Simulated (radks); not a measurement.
Problem. Dy3+, configuration [Xe] 4f9. All-electron calculation, Dirac Kohn-Sham, LDA (Slater exchange, Perdew-Wang correlation), spin-unpolarised, spherical densities, finite nucleus; open shells fill j = l - 1/2 first; Fermi nuclear charge, rms radius 5.2218 fm. Program: a radial shooting solver on a logarithmic mesh with Libxc functionals. Some entries of the table are withheld. Estimate them.

orbital  occ.  eigenvalue (hartree)  <r^2> (bohr^2)  <1/r> (bohr^-1)
1s1/2       2             -1968.779       0.0006103            74.49
2s1/2       2             -328.7229        0.009474            17.84
2p1/2       2             -312.8442        0.006851            17.83
2p3/2       4             -283.4734        0.008077            15.61
3s1/2       2                   (1)         0.06291            6.516
3p1/2       2             -67.14559         0.05836            6.436
3p3/2       4             -61.04951         0.06533            5.871
3d3/2       4             -49.04304         0.05176            5.756
3d5/2       6             -47.71070         0.05370            5.616
4s1/2       2             -15.60059          0.3171            2.731
4p1/2       2             -12.85701          0.3321              (2)
4p3/2       4             -11.48380          0.3706              (3)
4d3/2       4              -6.95206          0.4209            2.211
4d5/2       6              -6.70264          0.4360            2.163
5s1/2       2              -2.88131           1.826            1.049
5p1/2       2                   (4)           2.270           0.9323
5p3/2       4                   (5)           2.569           0.8659
4f5/2       6              -1.29996          0.8302            1.632
4f7/2       3              -1.26514          0.8567            1.610

Solution. 
(1) 3s1/2 eigenvalue (hartree): -74.09658
(2) 4p1/2 <1/r> (bohr^-1): 2.625
(3) 4p3/2 <1/r> (bohr^-1): 2.430
(4) 5p1/2 eigenvalue (hartree): -2.11356
(5) 5p3/2 eigenvalue (hartree): -1.92158
